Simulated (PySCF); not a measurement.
Job file and geometry (Å, from GFN2-xTB) of an NMR shielding run on `[C@@H]1(C)CCPC[C@H]1C`, C7H15P, GIAO PBE0/pcSseg-1 NMR shielding, non-relativistic, gas phase in PySCF; density fitting, a coarse starting grid and PySCF grid level 2 are the driver's defaults:

```
{"job": {"kind": "nmr", "xc": "PBE0", "basis": "pcSseg-1"}, "charge": 0, "multiplicity": 1}
C     -0.687309     2.063330     0.072360
C     -0.324763     0.642163    -0.359525
C     -1.593058    -0.217006    -0.354030
C     -1.388179    -1.600703    -0.956026
P     -0.148497    -2.633791    -0.041995
C      1.187018    -1.351383     0.039273
C      0.755775     0.027444     0.544643
C      1.997643     0.915013     0.639289
H     -0.968922     2.081212     1.123353
H      0.142477     2.747117    -0.078229
H     -1.529323     2.428146    -0.512387
H      0.063657     0.679058    -1.384433
H     -1.953974    -0.315176     0.674012
H     -2.371078     0.297924    -0.925285
H     -1.040649    -1.520053    -1.991140
H     -2.332848    -2.151320    -0.973329
H     -0.672093    -2.353782     1.229903
H      1.973693    -1.752797     0.685706
H      1.611608    -1.267498    -0.966897
H      0.335341    -0.085942     1.551882
H      2.784918     0.400023     1.186023
H      2.372512     1.152584    -0.354379
H      1.781299     1.842422     1.161289
```

Task: Write the output of this run.

Result: 
```
coarse grid: 18528 points
cycle   1  E = -616.5056397904  dE =  7.655e-01  |g| = 4.628e-01  |ddm| = 4.164e+00
cycle   2  E = -616.4862484422  dE =  1.939e-02  |g| = 5.438e-01  |ddm| = 9.694e-01
cycle   3  E = -616.5643331196  dE = -7.808e-02  |g| = 5.787e-02  |ddm| = 5.890e-01
cycle   4  E = -616.5650681878  dE = -7.351e-04  |g| = 2.544e-02  |ddm| = 1.038e-01
cycle   5  E = -616.5652169304  dE = -1.487e-04  |g| = 4.709e-03  |ddm| = 2.435e-02
cycle   6  E = -616.5652224810  dE = -5.551e-06  |g| = 1.225e-03  |ddm| = 6.895e-03
final grid: 170968 points
cycle   7  E = -616.6191604017  dE = -1.011e-04  |g| = 1.053e-02  |ddm| = 5.959e-02
cycle   8  E = -616.6191456425  dE =  1.476e-05  |g| = 1.290e-02  |ddm| = 2.255e-02
cycle   9  E = -616.6191891345  dE = -4.349e-05  |g| = 1.057e-03  |ddm| = 1.368e-02
cycle  10  E = -616.6191893883  dE = -2.539e-07  |g| = 3.529e-04  |ddm| = 1.684e-03
cycle  11  E = -616.6191894169  dE = -2.861e-08  |g| = 7.209e-05  |ddm| = 3.384e-04
cycle  12  E = -616.6191894182  dE = -1.269e-09  |g| = 1.673e-05  |ddm| = 1.021e-04
cycle  13  E = -616.6191894183  dE = -6.412e-11  |g| = 4.775e-06  |ddm| = 1.931e-05
converged SCF energy = -616.6191894183

GIAO shielding tensors (ppm)
atom      isotropic    diamagn.    paramagn.     s11        s22        s33       span
  0 C      163.234     247.258     -84.024    146.867    157.418    185.416     38.549
  1 C      143.597     247.793    -104.196    130.435    147.211    153.145     22.710
  2 C      142.886     248.103    -105.218    133.902    140.192    154.563     20.661
  3 C      162.334     250.599     -88.265    150.704    167.265    169.032     18.328
  4 P      397.767     964.537    -566.770    371.594    396.111    425.596     54.002
  5 C      154.409     251.351     -96.942    140.343    150.528    172.356     32.013
  6 C      139.952     247.146    -107.194    125.299    141.113    153.443     28.143
  7 C      161.616     247.373     -85.757    145.704    154.261    184.883     39.179
  8 H       31.050      31.227      -0.177     27.629     28.677     36.843      9.214
  9 H       30.224      31.064      -0.840     24.628     29.546     36.498     11.871
 10 H       30.918      30.490       0.428     26.445     28.659     37.650     11.204
 11 H       30.895      34.548      -3.653     27.972     30.730     33.983      6.011
 12 H       30.491      32.566      -2.075     27.289     29.709     34.475      7.186
 13 H       29.648      32.022      -2.375     23.917     29.662     35.364     11.447
 14 H       30.332      30.805      -0.474     26.585     28.299     36.111      9.525
 15 H       30.021      29.198       0.823     24.352     27.871     37.842     13.490
 16 H       28.505      30.093      -1.588     26.108     26.624     32.784      6.676
 17 H       30.183      31.362      -1.178     24.356     29.651     36.543     12.188
 18 H       30.600      31.996      -1.395     26.915     29.699     35.187      8.271
 19 H       30.710      34.035      -3.325     27.736     30.698     33.697      5.960
 20 H       30.815      30.284       0.532     26.469     28.789     37.188     10.719
 21 H       31.047      31.168      -0.121     27.793     28.633     36.714      8.921
 22 H       30.149      30.953      -0.804     24.447     29.461     36.540     12.094
```

Size and cost of the density-fitted run: 218 basis functions, about 110 core-seconds.
